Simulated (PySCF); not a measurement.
# Static response to an electric field

C₅H₆FNO₂.
Atom-mapped SMILES: `[N:1]#[C:2][C@@H:3]1[CH2:4][O:5][C@@H:6]([F:7])[CH2:8][O:9]1` (hydrogens: H10 on C3; H11, H12 on C4; H13 on C6; H14, H15 on C8)

Structure used (GFN2-xTB), in Å, numbered top down from 1:
```
atom  x, y, z in Å
N1     2.5236   -1.1262    1.2506
C2     1.9153   -0.6546    0.4068
C3     1.1044   -0.0737   -0.6555
C4     0.5291    1.2822   -0.2092
O5    -0.4060    1.1030    0.8441
C6    -1.4167    0.2296    0.5139
F7    -2.2342    0.8078   -0.4420
C8    -0.9039   -1.1122   -0.0210
O9     0.0526   -0.9418   -1.0429
H10    1.7284    0.0535   -1.5480
H11    0.0383    1.7587   -1.0672
H12    1.3056    1.9357    0.1894
H13   -2.0345    0.0948    1.4098
H14   -1.7261   -1.6696   -0.4708
H15   -0.4803   -1.6793    0.8202
```

Level: PBE0/def2-SVPD (PySCF), static field, nuclei fixed, core orbitals frozen in the response. The polarisability tensor in these axes (au):

```
x   74.59 -1.73  4.03
y   -1.73 63.69 -4.76
z    4.03 -4.76 63.06
```

**Question.** Diagonalise the tensor; give its mean and Δα, where Δα² is half the sum of the squared differences of the eigenvalues.

**Answer.** Principal values 58.39, 66.29 and 76.66 au; mean 67.11 au = 9.95 Å³ = 11.07 × 10⁻⁴⁰ C²·m²/J; Δα = 15.87 au (24 % of the mean).

**Question.** What is the dipole moment, and where does it point?

**Answer.** (-0.93, 0.83, -1.40) D, 1.87 D in size, pointing from the negative to the positive side. Measured along this direction, the outermost atoms are N1 at the negative end and F7 at the positive end.

**Question.** Traceless (Buckingham) quadrupole moment about the centre of nuclear charge: eigenvalues?

**Answer.** -20.37, 0.77, 19.60 D·Å. The values depend on the origin, since the dipole doesn't vanish. The electronic extent ⟨r²⟩ about the same centre is 1029 bohr², a root-mean-square distance of 2.06 Å for the 68 electrons.

**Question.** Orientational against electronic polarisability at 298 K (dilute gas, rigid molecules)?

**Answer.** In Gaussian units μ²/3kT = 28.32 Å³ against 9.95 Å³, a ratio of 2.85; the Debye molar polarisation (4π/3)N_A(α + μ²/3kT) is 96.5 cm³/mol, leaving out the vibrational part.

**Question.** Molar refractivity from α?

**Answer.** Lorentz–Lorenz: R = (4π/3)N_A α = 2.5225 cm³/(mol·Å³) × 9.95 Å³ = 25.1 cm³/mol, in the limit of long wavelengths.

Isolated species at its GFN2-xTB geometry (one conformer only).
